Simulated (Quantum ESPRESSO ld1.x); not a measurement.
Input file for ld1.x (Quantum ESPRESSO 7.5):

```
 &input
    zed=80.0,
    iswitch=1,
    rel=2,
    dft='PBE',
    config='[Ar] 3d10 4s2 4p4',
    rel_dist='average',
    verbosity='high',
    lsmall=.true.,
    prefix='ld1',
    max_out_wfc=37,
    file_charge='ld1.rho',
 /
```

Command: `OMP_NUM_THREADS=1 ld1.x < ld1.in > ld1.out`

Output (excerpt):

```
     Program LD1 v.7.5 starts

     --------------------------- All-electron run ----------------------------

     dirac relativistic calculation

     atomic number is 80.00
     dft =PBE   lsd =0 sic =0 latt =0  beta=0.20 tr2=1.0E-14
     Exchange-correlation= PBE
                           (   1   4   3   4   0   0   0)
     mesh =2125 r(mesh) = 100.48147 a.u. xmin = -8.00 dx = 0.00800
     1 Ry =  13.60569312 eV, c = 137.03599908

     n l j   nl                  e(Ry)          e(Ha)          e(eV)
     Spin orbit split results
     1 0 0.5 1S 1( 2.00)   -6275.892073525   -3137.946036763 -85387.8616254
     2 0 0.5 2S 1( 2.00)   -1251.678981673    -625.839490837 -17029.9601131
     2 1 0.5 2P 1( 2.00)   -1208.109188137    -604.054594069 -16437.1628729
     2 1 1.5 2P 1( 4.00)   -1064.613585688    -532.306792844 -14484.8057414
     3 0 0.5 3S 1( 2.00)    -420.158653385    -210.079326692  -5716.5497009
     3 1 0.5 3P 1( 2.00)    -401.050755319    -200.525377660  -5456.5735036
     3 1 1.5 3P 1( 4.00)    -368.124514719    -184.062257359  -5008.5891783
     3 2 1.5 3D 1( 4.00)    -337.383407091    -168.691703545  -4590.3351017
     3 2 2.5 3D 1( 6.00)    -330.242807850    -165.121403925  -4493.1822997
     4 0 0.5 4S 1( 2.00)    -199.249526273     -99.624763137  -2710.9279094
     4 1 0.5 4P 1( 1.33)    -190.954205710     -95.477102855  -2598.0643234
     4 1 1.5 4P 1( 2.67)    -180.116455589     -90.058227795  -2450.6092212
     Averaged results
     1 0     1S 1( 2.00)   -6275.892073525   -3137.946036763 -85387.8616254
     2 0     2S 1( 2.00)   -1251.678981673    -625.839490837 -17029.9601131
     2 1     2P 1( 6.00)   -1112.445453171    -556.222726585 -15135.5914519
     3 0     3S 1( 2.00)    -420.158653385    -210.079326692  -5716.5497009
     3 1     3P 1( 6.00)    -379.099928252    -189.549964126  -5157.9172867
     3 2     3D 1(10.00)    -333.099047546    -166.549523773  -4532.0434205
     4 0     4S 1( 2.00)    -199.249526273     -99.624763137  -2710.9279094
     4 1     4P 1( 4.00)    -183.729038963     -91.864519482  -2499.7609219

     final scf error:  1.3E-15 reached in  19 iterations

     Etot =  -36386.250792 Ry,  -18193.125396 Ha, -495060.162171 eV

     Ekin =   42430.497008 Ry,   21215.248504 Ha,  577296.321352 eV
     Encl =  -85501.577656 Ry,  -42750.788828 Ha,-1163308.227125 eV
     Eh   =    7248.308755 Ry,    3624.154377 Ha,   98618.264579 eV
     Exc  =    -563.478899 Ry,    -281.739449 Ha,   -7666.520977 eV
```

Run on one thread of a shared host, so times are rough (Intel(R) Xeon(R) Processor @ 2.60GHz): 0.52 s of CPU time, 0.87 s wall, 19 iterations on 2125 mesh points.
